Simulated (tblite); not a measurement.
Compound: C6H7NSe (charge +1 and doublet state).
Atom-mapped SMILES: `[CH2:1]=[CH:2][C@@H:3]1[CH2:4][Se+:5][C@H:6]1[C:7]#[N:8]` (hydrogens: H9, H10 on C1; H11 on C2; H12 on C3; H13, H14 on C4; H15 on C6)
Bond orders are those of one Lewis drawing.

Computed with GFN2-xTB (tblite), gas phase: L-BFGS steps from a force-field or distance-geometry start until the largest atomic force falls under 0.01 eV/Å.

Step 6: E = -596.8260 eV
```
atom  x, y, z in Å  |  force x, y, z in eV/Å
C1      2.3619   -0.0750   -0.2518    0.374  -0.141  -0.241
C2      1.2553    0.3025    0.3445    0.103   0.054   0.132
C3     -0.0785    0.0951   -0.2932   -0.016   0.097  -0.118
C4     -0.9507    1.3410   -0.1630    0.032   0.064  -0.008
Se5    -1.7831    0.7278    1.5173    0.019  -0.101  -0.158
C6     -0.9082   -0.8330    0.6125   -0.137  -0.022   0.238
C7     -1.8551   -1.6035   -0.1378   -0.095   0.009  -0.185
N8     -2.5767   -2.1668   -0.8174   -0.005  -0.045   0.091
H9      2.3041   -0.5457   -1.2186    0.204  -0.099  -0.087
H10     3.3493    0.0599    0.1532   -0.014   0.070   0.062
H11     1.2427    0.7694    1.3201   -0.027   0.010   0.127
H12     0.0600   -0.2838   -1.3093   -0.129   0.064  -0.006
H13    -1.6800    1.4301   -0.9656   -0.197   0.003   0.004
H14    -0.4099    2.2849   -0.0823   -0.042   0.005   0.061
H15    -0.3355   -1.4948    1.2696   -0.070   0.033   0.089
```

Step 7: E = -596.8374 eV
```
atom  x, y, z in Å  |  force x, y, z in eV/Å
C1      2.3710   -0.0778   -0.2556    0.193  -0.084  -0.140
C2      1.2620    0.3000    0.3433    0.070  -0.001  -0.002
C3     -0.0774    0.0973   -0.2940   -0.028   0.055   0.019
C4     -0.9521    1.3446   -0.1596   -0.016  -0.007  -0.115
Se5    -1.7903    0.7233    1.5109    0.011  -0.033  -0.075
C6     -0.9124   -0.8313    0.6233   -0.074  -0.092  -0.049
C7     -1.8573   -1.6067   -0.1356   -0.022   0.096  -0.130
N8     -2.5784   -2.1682   -0.8171    0.025  -0.033   0.112
H9      2.3222   -0.5512   -1.2221    0.153  -0.082  -0.060
H10     3.3563    0.0611    0.1510    0.011   0.078   0.083
H11     1.2378    0.7668    1.3194    0.045  -0.009   0.103
H12     0.0599   -0.2773   -1.3122   -0.152   0.041   0.029
H13    -1.6866    1.4386   -0.9606   -0.136  -0.044   0.035
H14    -0.4167    2.2911   -0.0890   -0.001   0.017   0.116
H15    -0.3423   -1.5023    1.2761   -0.079   0.099   0.073
```

Problem. Estimate the geometry and energy of step 8. (The exact step hangs on the optimiser's Hessian estimate; all steps are aligned on step 7, rigid shifts and turns removed.)

Solution. E = -596.8437 eV, largest force 0.213 eV/Å
```
atom  x, y, z in Å  |  force x, y, z in eV/Å
C1      2.3781   -0.0804   -0.2597    0.031  -0.021  -0.026
C2      1.2678    0.2987    0.3426    0.032  -0.036  -0.077
C3     -0.0766    0.0995   -0.2939   -0.006   0.006   0.075
C4     -0.9532    1.3466   -0.1601   -0.033  -0.034  -0.115
Se5    -1.7931    0.7200    1.5059   -0.022   0.022  -0.003
C6     -0.9162   -0.8311    0.6284    0.013  -0.071  -0.200
C7     -1.8585   -1.6060   -0.1375    0.030   0.119  -0.061
N8     -2.5799   -2.1706   -0.8155    0.007  -0.043   0.081
H9      2.3338   -0.5559   -1.2259    0.130  -0.065  -0.031
H10     3.3601    0.0634    0.1522    0.035   0.071   0.072
H11     1.2364    0.7655    1.3214    0.096  -0.049   0.023
H12     0.0563   -0.2735   -1.3135   -0.140   0.028   0.046
H13    -1.6929    1.4415   -0.9579   -0.087  -0.055   0.040
H14    -0.4198    2.2941   -0.0894    0.003   0.016   0.119
H15    -0.3467   -1.5037    1.2809   -0.089   0.112   0.059
```

The energy changes by -0.0063 eV. The first-order estimate −F·Δx gives -0.0087 eV and the mean of the old and new forces, exact on a quadratic surface, -0.0063 eV. The step makes an angle of 48° with the force vector and moves no atom by more than 0.013 Å.

What follows is the cost of the whole relaxation. Time: 0.43 s. Hardware: one thread of an Arm Neoverse V1, no GPU, shared host with 32 logical CPUs at a one-minute load of 18.
